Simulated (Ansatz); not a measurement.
Program: Ansatz. Geometries: PBE0-D4/def2-TZVP. ΔE: electronic, gas phase. CCSD(T)/CBS is the MP2 limit (def2-TZVPP, def2-QZVPP) plus CCSD(T) − MP2 in def2-TZVPP, frozen cores. Each species was taken in one conformer, which may not be the lowest.

Reaction (ligand exchange at the Si–C bond): `OC1([SiH3])[SiH2]S1` + `OC[SiH2]O` → `OC[SiH2]O[SiH3]` + `OC1[SiH2]S1`

```tsv
species	CCSD(T)/def2-TZVPP energy (Eh)
`OC1([SiH3])[SiH2]S1`	-1092.59358
`OC[SiH2]O`	-480.99306
`OC[SiH2]O[SiH3]`	-771.28935
`OC1[SiH2]S1`	-802.33954
```

Work out ΔE.

ΔE = (-771.28935) + (-802.33954) − (-1092.59358) − (-480.99306) = -0.04225 Eh = -110.9 kJ/mol. CCSD(T)/CBS gives -108.8 kJ/mol.

Largest T1 diagnostic among the species: 0.014.

In def2-TZVPP, CCSD(T) changes the Hartree–Fock value by +35.3 kJ/mol (the triples alone add +6.9 kJ/mol) and MP2 by +36.5 kJ/mol. From PBE to PBE0 (25 % exact exchange), in def2-TZVPP and without D4, ΔE moves by −10.6 kJ/mol.
